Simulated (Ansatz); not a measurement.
TiO4H4⁺, that is Ti(OH)4 with one electron fewer. Total charge 1; doublet. Geometry PBE-D4/def2-SVP, that of the neutral singlet; atoms count from 1.

Cartesian coordinates in Å:
```
Ti 0.001 0.001 0.000
O 0.346 1.131 1.369
H -0.189 1.909 1.603
O 1.131 0.324 -1.375
H 1.953 0.841 -1.315
O -1.690 0.240 -0.595
H -2.441 -0.349 -0.406
O 0.216 -1.692 0.600
H 0.672 -2.404 0.119
```

Q: Estimate the Mulliken populations from the PBE0/def2-TZVP orbitals of Ansatz.

A: 
```
atom  charge (e)  spin (α − β)  d electrons
 Ti1        1.54         -0.25         2.02
  O2       -0.55          0.27            –
  H3        0.39          0.00            –
  O4       -0.52          0.35            –
  H5        0.39         -0.01            –
  O6       -0.54          0.29            –
  H7        0.39          0.00            –
  O8       -0.51          0.36            –
  H9        0.39         -0.01            –
```
Mulliken values and Mayer orders depend strongly on the basis.

Q: Where does the spin sit?

A: Summed by element: Ti -0.25, O 1.27, H -0.02, of 1 unpaired in all. Largest on single atoms: O8 0.36, O4 0.35, O6 0.29.

Q: And the Mayer bond orders between bonded heavy atoms (over 0.3)?

A: Ti1–O2 1.01 (1.81 Å); Ti1–O4 0.95 (1.81 Å); Ti1–O6 1.00 (1.81 Å); Ti1–O8 0.94 (1.81 Å).
